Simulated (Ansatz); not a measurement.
Ansatz (a first-principles code) input (HF/6-31G*):

Ansatz 0.2 input:
```yaml
crystal:
  periodic: [false, false, false]
  atoms:
    - {symbol: O, position_ang: [0.21256275, -1.03815257, 1.52111942]}
    - {symbol: Si, position_ang: [0.07205080, -0.43827893, 0.12322995]}
    - {symbol: O, position_ang: [1.45656457, -0.55763120, -0.82927514]}
    - {symbol: O, position_ang: [-1.05939671, -1.00544311, -0.97071226]}
    - {symbol: S, position_ang: [-0.43070616, 1.70937219, 0.21008561]}
    - {symbol: H, position_ang: [2.20483647, -0.66212877, -0.25836577]}
    - {symbol: H, position_ang: [-0.66598592, -1.68386855, -1.50196248]}
    - {symbol: H, position_ang: [-0.53410785, 1.94176214, -1.09531682]}
basis:
  gaussian:
    orbitals: 6-31G*
hamiltonian:
  xc: {name: HF}
total_charge: -1
phonons: {temperatures: {t_min: 298.15, t_max: 298.15, t_step: 100}}
```

Output:

```
Functional definition: HF
integrals: 0.03 GiB planned
861 factors; integrals over basis functions are off by at most 6.5e-4 eV
mean field: 0.26 GiB planned
mean field evaluation 1: about -24838.3806 eV, gradient 4.3e1 eV
mean field evaluation 2: about -24838.4576 eV, gradient 4.3e1 eV
mean field evaluation 4: about -24842.4315 eV, gradient 4.1e0 eV
mean field evaluation 8: about -24842.4852 eV, gradient 9.1e-2 eV
mean field -24842.48527737 eV, -912.9444951019 hartree, gradient 2.2e-5 eV, S^2 0.000000; 0 other end points of the search recorded, 0 dependent functions left out
the calculation of the forces begins
reference -24842.48527737 eV, -912.9444951019 hartree; 29, 29 occupied and 60, 60 virtual orbitals, 861 factors
these checks for a lower state are left out or cut short: stability, starts, cluster_reference, orbital_swaps, neighbouring_geometries, increment
integrals: 0.03 GiB planned
861 factors; integrals over basis functions are off by at most 6.5e-4 eV
mean field: 0.26 GiB planned
mean field evaluation 16: about -24842.4853 eV, gradient 1.5e-4 eV
mean field -24842.48526238 eV, -912.9444945511 hartree, gradient 1.5e-6 eV, S^2 0.000000; 0 other end points of the search recorded, 0 dependent functions left out
the calculation of the forces begins
reference -24842.48526238 eV, -912.9444945511 hartree; 29, 29 occupied and 60, 60 virtual orbitals, 861 factors
these checks for a lower state are left out or cut short: stability, starts, cluster_reference, orbital_swaps, neighbouring_geometries, increment
integrals: 0.03 GiB planned
861 factors; integrals over basis functions are off by at most 6.5e-4 eV
mean field: 0.26 GiB planned
mean field -24842.48526331 eV, -912.9444945853 hartree, gradient 1.6e-6 eV, S^2 0.000000; 0 other end points of the search recorded, 0 dependent functions left out
the calculation of the forces begins
reference -24842.48526331 eV, -912.9444945853 hartree; 29, 29 occupied and 60, 60 virtual orbitals, 861 factors
these checks for a lower state are left out or cut short: stability, starts, cluster_reference, orbital_swaps, neighbouring_geometries, increment
integrals: 0.03 GiB planned
861 factors; integrals over basis functions are off by at most 6.5e-4 eV
mean field: 0.26 GiB planned
mean field -24842.48524109 eV, -912.9444937687 hartree, gradient 2.7e-6 eV, S^2 0.000000; 0 other end points of the search recorded, 0 dependent functions left out
the calculation of the forces begins
reference -24842.48524109 eV, -912.9444937687 hartree; 29, 29 occupied and 60, 60 virtual orbitals, 861 factors
these checks for a lower state are left out or cut short: stability, starts, cluster_reference, orbital_swaps, neighbouring_geometries, increment
integrals: 0.03 GiB planned
861 factors; integrals over basis functions are off by at most 6.5e-4 eV
mean field: 0.26 GiB planned
mean field evaluation 32: about -24842.4852 eV, gradient 1.0e-1 eV
mean field -24842.48523802 eV, -912.9444936560 hartree, gradient 2.5e-6 eV, S^2 0.000000; 0 other end points of the search recorded, 0 dependent functions left out
the calculation of the forces begins
reference -24842.48523802 eV, -912.9444936560 hartree; 29, 29 occupied and 60, 60 virtual orbitals, 861 factors
these checks for a lower state are left out or cut short: stability, starts, cluster_reference, orbital_swaps, neighbouring_geometries, increment
integrals: 0.03 GiB planned
861 factors; integrals over basis functions are off by at most 6.5e-4 eV
mean field: 0.26 GiB planned
mean field -24842.48512043 eV, -912.9444893345 hartree, gradient 4.4e-6 eV, S^2 0.000000; 0 other end points of the search recorded, 0 dependent functions left out
the calculation of the forces begins
reference -24842.48512043 eV, -912.9444893345 hartree; 29, 29 occupied and 60, 60 virtual orbitals, 861 factors
these checks for a lower state are left out or cut short: stability, starts, cluster_reference, orbital_swaps, neighbouring_geometries, increment
integrals: 0.03 GiB planned
861 factors; integrals over basis functions are off by at most 6.5e-4 eV
mean field: 0.26 GiB planned
mean field -24842.48512027 eV, -912.9444893287 hartree, gradient 4.8e-6 eV, S^2 0.000000; 0 other end points of the search recorded, 0 dependent functions left out
the calculation of the forces begins
reference -24842.48512027 eV, -912.9444893287 hartree; 29, 29 occupied and 60, 60 virtual orbitals, 861 factors
these checks for a lower state are left out or cut short: stability, starts, cluster_reference, orbital_swaps, neighbouring_geometries, increment
integrals: 0.03 GiB planned
861 factors; integrals over basis functions are off by at most 6.5e-4 eV
mean field: 0.26 GiB planned
mean field -24842.48514462 eV, -912.9444902235 hartree, gradient 3.1e-6 eV, S^2 0.000000; 0 other end points of the search recorded, 0 dependent functions left out
[...]
mean field -24842.48520558 eV, -912.9444924637 hartree, gradient 1.0e-6 eV, S^2 0.000000; 0 other end points of the search recorded, 0 dependent functions left out
the calculation of the forces begins
reference -24842.48520558 eV, -912.9444924637 hartree; 29, 29 occupied and 60, 60 virtual orbitals, 861 factors
these checks for a lower state are left out or cut short: stability, starts, cluster_reference, orbital_swaps, neighbouring_geometries, increment
integrals: 0.03 GiB planned
861 factors; integrals over basis functions are off by at most 6.5e-4 eV
mean field: 0.26 GiB planned
mean field -24842.48523845 eV, -912.9444936718 hartree, gradient 2.7e-6 eV, S^2 0.000000; 0 other end points of the search recorded, 0 dependent functions left out
the calculation of the forces begins
reference -24842.48523845 eV, -912.9444936718 hartree; 29, 29 occupied and 60, 60 virtual orbitals, 861 factors
these checks for a lower state are left out or cut short: stability, starts, cluster_reference, orbital_swaps, neighbouring_geometries, increment
integrals: 0.03 GiB planned
861 factors; integrals over basis functions are off by at most 6.5e-4 eV
mean field: 0.26 GiB planned
mean field -24842.48524330 eV, -912.9444938500 hartree, gradient 2.9e-6 eV, S^2 0.000000; 0 other end points of the search recorded, 0 dependent functions left out
the calculation of the forces begins
reference -24842.48524330 eV, -912.9444938500 hartree; 29, 29 occupied and 60, 60 virtual orbitals, 861 factors
these checks for a lower state are left out or cut short: stability, starts, cluster_reference, orbital_swaps, neighbouring_geometries, increment
integrals: 0.03 GiB planned
861 factors; integrals over basis functions are off by at most 6.5e-4 eV
mean field: 0.26 GiB planned
mean field -24842.48518083 eV, -912.9444915542 hartree, gradient 1.4e-6 eV, S^2 0.000000; 0 other end points of the search recorded, 0 dependent functions left out
the calculation of the forces begins
reference -24842.48518083 eV, -912.9444915542 hartree; 29, 29 occupied and 60, 60 virtual orbitals, 861 factors
these checks for a lower state are left out or cut short: stability, starts, cluster_reference, orbital_swaps, neighbouring_geometries, increment
integrals: 0.03 GiB planned
861 factors; integrals over basis functions are off by at most 6.5e-4 eV
mean field: 0.26 GiB planned
mean field -24842.48518220 eV, -912.9444916047 hartree, gradient 1.1e-6 eV, S^2 0.000000; 0 other end points of the search recorded, 0 dependent functions left out
the calculation of the forces begins
reference -24842.48518220 eV, -912.9444916047 hartree; 29, 29 occupied and 60, 60 virtual orbitals, 861 factors
these checks for a lower state are left out or cut short: stability, starts, cluster_reference, orbital_swaps, neighbouring_geometries, increment
integrals: 0.03 GiB planned
861 factors; integrals over basis functions are off by at most 6.5e-4 eV
mean field: 0.26 GiB planned
mean field evaluation 256: about -24842.4852 eV, gradient 1.4e-4 eV
mean field -24842.48521194 eV, -912.9444926975 hartree, gradient 1.5e-6 eV, S^2 0.000000; 0 other end points of the search recorded, 0 dependent functions left out
the calculation of the forces begins
reference -24842.48521194 eV, -912.9444926975 hartree; 29, 29 occupied and 60, 60 virtual orbitals, 861 factors
these checks for a lower state are left out or cut short: stability, starts, cluster_reference, orbital_swaps, neighbouring_geometries, increment
integrals: 0.03 GiB planned
861 factors; integrals over basis functions are off by at most 6.5e-4 eV
mean field: 0.26 GiB planned
mean field -24842.48521503 eV, -912.9444928110 hartree, gradient 1.4e-6 eV, S^2 0.000000; 0 other end points of the search recorded, 0 dependent functions left out
the calculation of the forces begins
reference -24842.48521503 eV, -912.9444928110 hartree; 29, 29 occupied and 60, 60 virtual orbitals, 861 factors
these checks for a lower state are left out or cut short: stability, starts, cluster_reference, orbital_swaps, neighbouring_geometries, increment
integrals: 0.03 GiB planned
861 factors; integrals over basis functions are off by at most 6.5e-4 eV
mean field: 0.26 GiB planned
mean field -24842.48527565 eV, -912.9444950389 hartree, gradient 2.5e-6 eV, S^2 0.000000; 0 other end points of the search recorded, 0 dependent functions left out
the calculation of the forces begins
reference -24842.48527565 eV, -912.9444950389 hartree; 29, 29 occupied and 60, 60 virtual orbitals, 861 factors
these checks for a lower state are left out or cut short: stability, starts, cluster_reference, orbital_swaps, neighbouring_geometries, increment
integrals: 0.03 GiB planned
861 factors; integrals over basis functions are off by at most 6.5e-4 eV
mean field: 0.26 GiB planned
mean field -24842.48527569 eV, -912.9444950404 hartree, gradient 2.2e-6 eV, S^2 0.000000; 0 other end points of the search recorded, 0 dependent functions left out
the calculation of the forces begins
reference -24842.48527569 eV, -912.9444950404 hartree; 29, 29 occupied and 60, 60 virtual orbitals, 861 factors
these checks for a lower state are left out or cut short: stability, starts, cluster_reference, orbital_swaps, neighbouring_geometries, increment
integrals: 0.03 GiB planned
861 factors; integrals over basis functions are off by at most 6.5e-4 eV
mean field: 0.26 GiB planned
mean field -24842.48526774 eV, -912.9444947481 hartree, gradient 2.2e-6 eV, S^2 0.000000; 0 other end points of the search recorded, 0 dependent functions left out
the calculation of the forces begins
reference -24842.48526774 eV, -912.9444947481 hartree; 29, 29 occupied and 60, 60 virtual orbitals, 861 factors
these checks for a lower state are left out or cut short: stability, starts, cluster_reference, orbital_swaps, neighbouring_geometries, increment
integrals: 0.03 GiB planned
861 factors; integrals over basis functions are off by at most 6.5e-4 eV
mean field: 0.26 GiB planned
mean field evaluation 288: about -24842.4853 eV, gradient 2.2e-6 eV
mean field -24842.48526824 eV, -912.9444947666 hartree, gradient 2.2e-6 eV, S^2 0.000000; 0 other end points of the search recorded, 0 dependent functions left out
the calculation of the forces begins
reference -24842.48526824 eV, -912.9444947666 hartree; 29, 29 occupied and 60, 60 virtual orbitals, 861 factors
these checks for a lower state are left out or cut short: stability, starts, cluster_reference, orbital_swaps, neighbouring_geometries, increment
integrals: 0.03 GiB planned
861 factors; integrals over basis functions are off by at most 6.5e-4 eV
mean field: 0.26 GiB planned
mean field -24842.48518644 eV, -912.9444917606 hartree, gradient 2.9e-6 eV, S^2 0.000000; 0 other end points of the search recorded, 0 dependent functions left out
the calculation of the forces begins
reference -24842.48518644 eV, -912.9444917606 hartree; 29, 29 occupied and 60, 60 virtual orbitals, 861 factors
these checks for a lower state are left out or cut short: stability, starts, cluster_reference, orbital_swaps, neighbouring_geometries, increment
integrals: 0.03 GiB planned
861 factors; integrals over basis functions are off by at most 6.6e-4 eV
mean field: 0.26 GiB planned
mean field -24842.48518854 eV, -912.9444918377 hartree, gradient 2.7e-6 eV, S^2 0.000000; 0 other end points of the search recorded, 0 dependent functions left out
the calculation of the forces begins
reference -24842.48518854 eV, -912.9444918377 hartree; 29, 29 occupied and 60, 60 virtual orbitals, 861 factors
Total energy: -24842.48527737 eV, -912.9444951019 hartree
Atom 0 at     0.212563    -1.038153     1.521119 Å, force    -0.000178     0.000603    -0.000218 eV/Å
Atom 1 at     0.072051    -0.438279     0.123230 Å, force    -0.001302    -0.000881     0.000747 eV/Å
Atom 2 at     1.456565    -0.557631    -0.829275 Å, force    -0.000025     0.000588    -0.001544 eV/Å
Atom 3 at    -1.059397    -1.005443    -0.970712 Å, force     0.002266     0.000148     0.000808 eV/Å
Atom 4 at    -0.430706     1.709372     0.210086 Å, force     0.000208     0.000046     0.000371 eV/Å
Atom 5 at     2.204836    -0.662129    -0.258366 Å, force    -0.000017    -0.000228     0.000714 eV/Å
Atom 6 at    -0.665986    -1.683869    -1.501962 Å, force    -0.000938    -0.000184    -0.000612 eV/Å
Atom 7 at    -0.534108     1.941762    -1.095317 Å, force    -0.000014    -0.000092    -0.000266 eV/Å
Dipole moment:     0.309723     0.028926    -0.833322 e Å
Vibrations: 151.67 176.17 235.15 289.55 307.89 357.09 400.65 410.01 542.18 780.77 830.75 861.88 1023.12 1030.09 1275.46 2881.03 4119.62 4128.26 cm⁻¹, zero-point energy 1.227526 eV
```

The blocks after the first are displaced geometries, from whose forces the wavenumbers follow.

The dipole moment of an ion depends on the origin.
